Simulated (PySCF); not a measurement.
Order these species by their calculated properties.

Each SMILES stands for a single optimised conformer of the isolated species, non-relativistic unless stated; the electronic structure was computed with PySCF and density fitting.

Dipoles, sizes and rotational constants follow the conformer. The torsions of the flexible species, by atom-mapped SMILES:
- `[CH2:1]=[CH:2][SiH:3][SiH2:4][PH2:5]`: C1–C2–Si3–Si4 159°, C2–Si3–Si4–P5 -171°, H–P5–Si4–Si3 -48°, H–P5–Si4–Si3 45°
- `[CH2:1]=[CH:2][C@@H:3]1[CH:4][C@@H:5]1[O:6][C:7]([CH3:8])=[O:9]`: C1–C2–C3–C4 -144°, C4–C5–O6–C7 159°, C5–O6–C7–C8 179°
- `[F:1][C:2]([F:3])[O:4][C@H:5]1[CH2:6][CH2:7][S:8]1`: F1–C2–O4–C5 -49°, C2–O4–C5–C6 168°
- `[H]/[C:1]=[C:2]1/[CH2:3][CH2:4][C@@:5]1([F:6])[CH2:7][F:8]`: C4–C5–C7–F8 47°
- `[O:1]=[CH:2][O:3][C:4]1=[C:5][S:6][C@H:7]([F:8])[C:9]1=[O:10]`: O1–C2–O3–C4 -1°, C2–O3–C4–C5 0°
- `[CH3:1][CH2:2][C:3](=[O:4])[C:5](=[O:6])[C:7]1[CH2:8][CH2:9]1`: C1–C2–C3–O4 1°, C2–C3–C5–O6 19°, C3–C5–C7–C8 6°
- `[CH3:1][C:2](=[S:3])[S:4][C:5]([F:6])([F:7])[F:8]`: C1–C2–S4–C5 -178°, C2–S4–C5–F6 -61°
- `[CH3:1][CH2:2][C:3]([CH3:4])([CH3:5])[CH3:6]`: C1–C2–C3–C4 180°
- `[CH2:1][CH2:2][CH2:3][C:4]#[C:5][C:6](=[O:7])[O:8][CH3:9]`: C1–C2–C3–C4 -179°, C5–C6–O8–C9 180°

**Question.** Rank by isotropic g value, lowest first (unrestricted B3LYP/pcH-1, mean-field spin–orbit at GFN2-xTB geometries).
A. `C=C[C@@H]1[CH][C@@H]1OC(C)=O` [radical]
B. `F[C](F)O[C@H]1CCS1` [radical]
C. `C1C[C]1C(C(=O)CC)=O` [radical]
D. `[H]/[C]=C1/CC[C@@]1(F)CF` [radical]
E. `O=COC1=[C]S[C@H](F)C1=O` [radical]
F. `C=C[SiH][SiH2]P` [radical]

**Answer.** D (2.00230), A (2.00268), E (2.00291), B (2.00358), F (2.00371), C (2.00502).

**Question.** By how much do the two ends of that ranking differ?

**Answer.** By 0.00272, between `CCC(=O)C(=O)[C]1CC1` [doublet state] and `[H]/[C]=C1/CC[C@@]1(F)CF` [doublet state].

**Question.** Rank by smallest rotational constant, lowest first (GFN2-xTB).
A. `C=C[C@@H]1[CH][C@@H]1OC(=O)C` [radical]
B. `[H]/[C]=C1/CC[C@@]1(F)CF` [radical]
C. `F[C](F)O[C@H]1CCS1` [radical]
D. `O=COC1=[C]S[C@H](F)C1=O` [radical]
E. `CCC(C)(C)C`
F. `[CH2]CCC#CC(=O)OC` [radical]
G. `CC(=S)SC(F)(F)F`

**Answer.** F (0.490 GHz), D (0.660 GHz), A (0.810 GHz), G (0.871 GHz), C (0.940 GHz), B (1.778 GHz), E (2.511 GHz).
